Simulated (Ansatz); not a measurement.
Breaking the B1–O2 bond in BO (multiplicity 2 held). Energies count from the point at 1.202 Å.


R- and RO- levels are restricted; in cc, def2 and unpolarised 6-31G sets they are followed outwards from rest. U- levels take the lowest unrestricted solution at each point, which mixes spins at long bonds. Full CI gives the lowest state of the spin. Levels need not reach the same state.

Frozen-core correlation.

Programs: Ansatz (Gaussian orbitals). Values without a source in brackets are computed.

Energies in eV.

```tsv
R (Å)	RO-HF/6-31G	U-HF/6-31G	RO-MP2/6-31G	RO-SCS-MP2/6-31G	U-SCS-MP2/6-31G	FCI/6-31G
0.962	4.72	4.78	5.56	5.51	5.42	5.54
1.082	0.89	0.92	1.32	1.29	1.23	1.31
1.202	0.00	0.00	0.00	0.00	0.00	0.00
1.322	0.53	0.48	0.10	0.13	0.28	0.10
1.442	1.67	1.56	0.86	0.91	1.68	0.83
1.623	3.53	2.44	3.60	3.53	3.53	2.30
1.803	4.45	3.25	5.09	4.96	4.25	3.70
2.104	5.82	4.29	6.71	6.55	5.82	4.75
2.404	6.95	4.59	8.07	7.89	6.68	5.63
2.765	7.56	4.68	9.65	9.32	6.99	6.34
3.246	7.85	4.71	10.20	9.83	7.11	6.78
3.847	7.95	4.73	10.38	9.99	7.16	6.92
4.808	7.99	4.75	10.43	10.04	7.17	6.96
```

Doubts at one or more of the structures used: a restricted determinant that unrestricted orbitals would lower (RO-HF/6-31G, RO-MP2/6-31G, RO-SCS-MP2/6-31G); a spin-contaminated determinant (U-HF/6-31G, U-SCS-MP2/6-31G).

Ansatz is a first-principles code.
